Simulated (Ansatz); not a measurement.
CHBS$_{2}$, SMILES `S=C1BS1`, relaxed with RKS PBE-D4/def2-SVP in the Gaussian-basis code of Ansatz from a rough embedded geometry. The force threshold is 0.03 eV/Å; the program also tests the step.

Total charge 0; spin multiplicity 1.

Start:

```xyz
5

S     1.591    1.180    0.852
C     0.570    0.573   -0.022
B    -0.460   -0.743   -0.243
S    -0.876    0.705   -0.970
H    -0.826   -1.715    0.383
```

(1) How much energy does the relaxation release, and in how many steps? (Estimate.)

(2) Which bonds change most? (Best estimate.)

(3) Give the relaxed structure. (Estimate.)

Results:

(1) The calculation gave: 37.00 kcal/mol, in 7 steps.

(2) The calculation gave: C2–S4 from 1.734 to 1.965 Å; C2–B3 from 1.686 to 1.495 Å; S1–C2 from 1.475 to 1.595 Å; B3–S4 from 1.673 to 1.775 Å.

(3) Ansatz gave: 
```xyz
5

S     1.725    1.313    0.753
C     0.516    0.426    0.208
B    -0.477   -0.660   -0.053
S    -0.910    0.692   -1.118
H    -0.855   -1.771    0.210
```
